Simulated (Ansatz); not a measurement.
Breaking the Zn1–F2 bond in F2Zn (SMILES [F][Zn][F]) (multiplicity 1 held, fragments rigid). Energies count from the point at 1.741 Å.
Geometry at that point (charge 0, multiplicity 1):
```xyz
3

Zn     0.0000     0.0000     0.0000
F      0.0000     0.0000     1.7406
F      0.0000     0.0000    -1.7406
```

Signs of static correlation in def2-SVP, from Ansatz (a program for electronic structure) runs.

```json
[
 {"R (Å)": "1.392", "T1 of restricted CCSD": "0.016", "⟨S²⟩ of UHF": "0.000", "largest double amplitude of restricted CCSD": "0.028"},
 {"R (Å)": "1.566", "T1 of restricted CCSD": "0.016", "⟨S²⟩ of UHF": "0.000", "largest double amplitude of restricted CCSD": "0.029"},
 {"R (Å)": "1.741", "T1 of restricted CCSD": "0.017", "⟨S²⟩ of UHF": "0.000", "largest double amplitude of restricted CCSD": "0.029"},
 {"R (Å)": "1.915", "T1 of restricted CCSD": "0.018", "⟨S²⟩ of UHF": "0.000", "largest double amplitude of restricted CCSD": "0.029"},
 {"R (Å)": "2.089", "T1 of restricted CCSD": "0.019", "⟨S²⟩ of UHF": "0.000", "largest double amplitude of restricted CCSD": "0.044"},
 {"R (Å)": "2.350", "T1 of restricted CCSD": "0.023", "⟨S²⟩ of UHF": "0.000", "largest double amplitude of restricted CCSD": "0.080"},
 {"R (Å)": "2.611", "T1 of restricted CCSD": "0.030", "⟨S²⟩ of UHF": "0.656", "largest double amplitude of restricted CCSD": "0.134"},
 {"R (Å)": "3.046", "T1 of restricted CCSD": "?", "⟨S²⟩ of UHF": "0.924", "largest double amplitude of restricted CCSD": "?"},
 {"R (Å)": "3.481", "T1 of restricted CCSD": "0.089", "⟨S²⟩ of UHF": "0.985", "largest double amplitude of restricted CCSD": "0.536"},
 {"R (Å)": "4.003", "T1 of restricted CCSD": "0.132", "⟨S²⟩ of UHF": "1.001", "largest double amplitude of restricted CCSD": "0.946"},
 {"R (Å)": "4.699", "T1 of restricted CCSD": "0.156", "⟨S²⟩ of UHF": "1.005", "largest double amplitude of restricted CCSD": "1.280"},
 {"R (Å)": "5.570", "T1 of restricted CCSD": "0.153", "⟨S²⟩ of UHF": "1.005", "largest double amplitude of restricted CCSD": "1.336"}
]
```

Problem. Complete the blanks.

Solution. 
- 3.046, T1 of restricted CCSD: 0.053
- 3.046, largest double amplitude of restricted CCSD: 0.280

Doubts at one or more of the structures used: a restricted determinant that unrestricted orbitals would lower (R-CCSD(T)/def2-SVP); T1 above 0.05 (R-CCSD(T)/def2-SVP, U-CCSD(T)/def2-SVP); other coupled-cluster roots lie near (R-CCSD(T)/def2-SVP); a spin-contaminated determinant (U-CCSD(T)/def2-SVP).
